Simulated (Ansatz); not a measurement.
**How basis sets differ on SnSiH4F2 (SMILES [F][SnH]([F])[SiH3])**

SnSiH4F2: 8 atoms, total charge 0, spin state singlet. As SMILES, `[F][SnH]([F])[SiH3]`. The shape is that of a PBE0-D4/def2-TZVP optimisation.

Quantity: the dipole moment, in D. The values are calculated.

| level | kind | program | value (D) | CPU time |
| --- | --- | --- | --- | --- |
| HF/STO-3G | Hartree–Fock | Ansatz | 2.54 | 2.1 s |
| HF/3-21G | Hartree–Fock | Ansatz | 4.04 | 2.9 s |
| HF/def2-SVP (core potential) | Hartree–Fock | Ansatz | 4.55 | 4.7 s |
| HF/def2-TZVP (core potential) | Hartree–Fock | Ansatz | 4.55 | 19 s |

All-electron rows without a relativistic Hamiltonian named are non-relativistic, while core potentials hold scalar relativity, so basis and relativity change together. The values span 2.54 to 4.55 D. Sets without polarisation functions give poor dipoles. Times are those of the runs behind each value, whatever else they computed, on shared processors of several kinds: orders of magnitude only.
